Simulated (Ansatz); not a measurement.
Consider the substitution at a C–B bond: `BCC(C)F` + H–F → `CC(F)CF` + BH₃.

Isolated molecules relaxed with PBE0-D4/def2-TZVP in Ansatz; ΔE leaves out vibrations. CCSD(T)/CBS is the MP2 limit (def2-TZVPP, def2-QZVPP) plus CCSD(T) − MP2 in def2-TZVPP, frozen cores. This one scheme is used for every species. DFT in def2-TZVPP. HSE06 is defined as in plane-wave codes. Each species was taken in one conformer, which may not be the lowest.

**Question.** Is it downhill or uphill in electronic energy at CCSD(T)/CBS, and by how much? (Estimate.)

**Answer.** Ansatz gave: Uphill: ΔE = +101.2 kJ/mol.

**Question.** What do these levels give: revPBE-D4, ωB97M-V, r2SCANh, HSE06, CAM-B3LYP, HF/CBS(def2)? (Estimate.)

**Answer.** The calculation gave: revPBE-D4 98.4, ωB97M-V 92.6, r2SCANh 94.0, HSE06 95.8, CAM-B3LYP 82.6, HF/CBS(def2) 67.0 kJ/mol.

Largest T1 diagnostic among the species: 0.010.

Leaving LDA and LC-ωPBE aside and taking each functional with its dispersion term where it has one, the values, not all of them listed here, spread over 14.3 kJ/mol, from BHLYP-D4 to PBE-QIDH. LDA lies +12.3 kJ/mol from PBE without D4. The D4 term adds +5.9 kJ/mol with B3LYP and +3.3 kJ/mol with PBE0; it sums over pairs of atoms, weighted by their polarisabilities, and B3LYP, whose exchange is more repulsive, gets the larger term.

B3LYP here is the variant with VWN-RPA as its local correlation; programs differ in this.
